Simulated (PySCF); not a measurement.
Al(Et)(OH)(NH2) (C₂H₈AlNO), SMILES [Al]([CH2]C)([OH])[NH2].

Geometry optimised at PBE0-D3(BJ)/def2-SVP. The structure was generated by enumeration; whether it is a known compound was not checked. The values are those of a single conformer.

Two levels are set side by side: TDDFT-PBE/def2-SVPD (PySCF) and TDDFT-ωB97X/def2-SVPD (PySCF). Vertical, same geometry. The lowest singlet is HOMO→LUMO 99 % with PBE and HOMO→LUMO 86 % with the other functional; states are paired by order. Differences are taken from unrounded values.

| quantity | TDDFT-ωB97X | TDDFT-PBE | TDDFT-PBE minus TDDFT-ωB97X |
|---|---|---|---|
| lowest singlet excitation (eV) | 6.27 | 4.99 | -1.28 |
| lowest triplet excitation (TDA) (eV) | 6.07 | 4.75 | -1.32 |
| first bright state (f over 0.05) (eV) | 6.27 | 5.53 | -0.74 |
| its oscillator strength | 0.06 | 0.05 | -0.01 |

A lower first singlet is the usual sign of a functional without exact exchange. Differences between two approximate levels are no errors against the true value.

Rough cost on one machine, each run with all the roots and properties that it gave: TDDFT-ωB97X against TDDFT-PBE about 7 times.
